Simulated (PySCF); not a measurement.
A GIAO shielding run with PySCF 2.14.0 with density-fitted response routines (density fitting, non-relativistic, gas phase) on SMILES CCP(=O)(CC)CC, C6H15OP:

```
$ OMP_NUM_THREADS=1 python probes_run.py task.json out

{"job": {"kind": "nmr", "xc": "B97-D", "basis": "pcSseg-1", "pop": false}, "charge": 0, "multiplicity": 1}
C      2.597773     0.605205     0.457416
C      1.662727    -0.119309    -0.501386
P      0.050753    -0.484845     0.276890
O      0.179681    -1.243952     1.566258
C     -0.893371    -1.388057    -1.000168
C     -2.297705    -1.738409    -0.527049
C     -0.794221     1.121679     0.502168
C     -1.001065     1.980619    -0.735583
H      2.633148     0.074561     1.420424
H      2.262416     1.635551     0.653109
H      3.619334     0.661161     0.053570
H      1.513668     0.436320    -1.441779
H      2.077980    -1.103750    -0.774291
H     -0.899133    -0.817069    -1.943252
H     -0.310240    -2.305622    -1.184147
H     -2.938977    -0.846406    -0.453794
H     -2.787664    -2.441220    -1.216910
H     -2.254516    -2.205747     0.468125
H     -0.205788     1.649073     1.270904
H     -1.751104     0.873042     0.989857
H     -1.516589     2.919239    -0.482072
H     -0.046079     2.253315    -1.210596
H     -1.613905     1.467829    -1.492908
```

Hardware: 1 thread of an Arm Neoverse V2, shared host.

(1) How large is the calculation?

(2) How long does it take, and how much memory does it need?

(3) And these other runs on the same molecule and hardware: GIAO shielding at BHandHLYP/pcSseg-1; GIAO shielding at PBE0/6-311+G(2d,p); GIAO shielding at PBE0/6-31G; GIAO shielding at PBE0/6-31G*; GIAO shielding at PBE0/STO-3G?

Results:

(1) 74 electrons, 218 basis functions and 1150 auxiliary functions.

(2) 47 s of wall time, with 15 SCF cycles; peak memory 1.1 GiB. Times on a shared host scatter by some tens of per cent.

(3) BHandHLYP/pcSseg-1: 218 functions, 31 s; PBE0/6-311+G(2d,p): 314 functions, 59 s; PBE0/6-31G: 106 functions, 13 s; PBE0/6-31G*: 146 functions, 18 s; PBE0/STO-3G: 59 functions, 6.5 s.
